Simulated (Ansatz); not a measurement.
```yaml
crystal:
  periodic: [false, false, false]
  atoms:
    - {symbol: C, position_ang: [0.447397, -1.916477, 0.503491]}
    - {symbol: O, position_ang: [-0.350153, -0.776148, 0.654533]}
    - {symbol: Nb, position_ang: [-0.433252, 1.044423, 0.215342]}
    - {symbol: N, position_ang: [1.005507, 1.430891, -0.695333]}
    - {symbol: O, position_ang: [-1.951373, 1.362728, -0.882830]}
    - {symbol: F, position_ang: [-0.488413, 2.098555, 1.778996]}
    - {symbol: H, position_ang: [-0.106846, -2.683053, -0.045816]}
    - {symbol: H, position_ang: [0.708927, -2.313589, 1.488434]}
    - {symbol: H, position_ang: [1.366710, -1.681137, -0.041741]}
    - {symbol: H, position_ang: [1.856931, 1.673401, -1.177629]}
    - {symbol: H, position_ang: [-1.990137, 1.703406, -1.776748]}
basis:
  gaussian: {orbitals: def2-TZVPP}
hamiltonian: {xc: {name: TPSS}}
accuracy: high
```

```sh
$ ansatz run in.yaml --threads 2 --pin off --events-out ev --progress --plain --max-ram 32768MiB --backend cpu
```

It prints (some lines left out):

```
Error: YAML parse error: error: line 17 column 19: hamiltonian.xc: no functional is named "TPSS"; the names, which are not case-sensitive, are SVWN5, SPW92, PBE, PBE0, PBEsol, revPBE, revPBE0, RPBE, rPW86-PBE, HSE06, wPBEh, LC-wPBE, HISS, HF, BLYP, B3LYP, B3LYP5, BHLYP, CAM-B3LYP, r2SCAN, r2SCANh, r2SCAN0, r2SCAN50, m-r2SCAN, B97, wB97, wB97X, wB97X-V, B97M-V, wB97M-V, B2PLYP, B2GP-PLYP, PBE0-DH, PBE-QIDH
15 | basis:
16 |   gaussian: {orbitals: def2-TZVPP}
17 | hamiltonian: {xc: {name: TPSS}}
18 | accuracy: high
```

**Question.** What is wrong with this run?

**Answer.** The method's name isn't one that the program takes here. The input was rejected before any iteration.

HSE06 is defined as in plane-wave codes.
